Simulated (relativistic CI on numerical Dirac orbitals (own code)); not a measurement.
Slater and spin-orbit integrals, Gd XL

Computed by Dirac-Coulomb-Breit CI, separate exchange-only KLI orbitals for each configuration, model QED, unscaled Slater integrals (own radial code, finite nucleus).

Slater integrals F^k, G^k are unscaled and averaged over j, outside the closed core [Ne]; ζ comes from projecting the Hamiltonian with its Breit term on Σ l·s of the shell.

- 3s²3p⁶3d⁷: F^2(3d,3d) = 489070, F^4(3d,3d) = 315340, ζ(3d) = 109310 cm⁻¹; <r>(3d) = 0.2081, <r^2>(3d) = 0.05033 (bohr units).
- 3s²3p⁵3d⁸: ζ(3p) = 834810, F^2(3d,3d) = 488190, F^4(3d,3d) = 314740, F^2(3p,3d) = 427420, G^1(3p,3d) = 461660, G^3(3p,3d) = 306200, ζ(3d) = 108260 cm⁻¹; <r>(3p) = 0.2317, <r^2>(3p) = 0.06214, <r>(3d) = 0.2084, <r^2>(3d) = 0.05049 (bohr units).
- 3s²3p⁴3d⁹: F^2(3p,3p) = 425150, ζ(3p) = 834220, F^2(3p,3d) = 426990, G^1(3p,3d) = 461630, G^3(3p,3d) = 306050, ζ(3d) = 107210 cm⁻¹; <r>(3p) = 0.232, <r^2>(3p) = 0.06226, <r>(3d) = 0.2087, <r^2>(3d) = 0.05066 (bohr units).

Problem. Give the Racah parameters of the d shell in 3s²3p⁶3d⁷.

Solution. B = F²/49 − 5F⁴/441 = 6406 cm⁻¹ and C = 35F⁴/441 = 25027 cm⁻¹.

Averages of the first 10 configurations, taken without configuration mixing, which lowers the lowest level and can move excited configurations by several eV; other configurations of the list can lie among them:

```json
{"Configuration": "3s²3p⁶3d⁷", "Parity": "even", "States": "120", "Average energy above the lowest level (eV)": "51.3"}
{"Configuration": "3s²3p⁵3d⁸", "Parity": "odd", "States": "270", "Average energy above the lowest level (eV)": "416.5"}
{"Configuration": "3s²3p⁴3d⁹", "Parity": "even", "States": "150", "Average energy above the lowest level (eV)": "788.4"}
{"Configuration": "3s3p⁶3d⁸", "Parity": "even", "States": "90", "Average energy above the lowest level (eV)": "705.9"}
{"Configuration": "3p⁶3d⁹", "Parity": "even", "States": "10", "Average energy above the lowest level (eV)": "1369.6"}
{"Configuration": "3s3p⁵3d⁹", "Parity": "odd", "States": "120", "Average energy above the lowest level (eV)": "1069.7"}
{"Configuration": "3s²3p⁶3d⁶4s", "Parity": "even", "States": "420", "Average energy above the lowest level (eV)": "1225.2"}
{"Configuration": "3s²3p⁶3d⁶4p", "Parity": "odd", "States": "1260", "Average energy above the lowest level (eV)": "1333.1"}
{"Configuration": "3s²3p⁴3d⁸4s", "Parity": "even", "States": "1350", "Average energy above the lowest level (eV)": "1946.4"}
{"Configuration": "3s²3p⁶3d⁶4d", "Parity": "even", "States": "2100", "Average energy above the lowest level (eV)": "1468.9"}
```
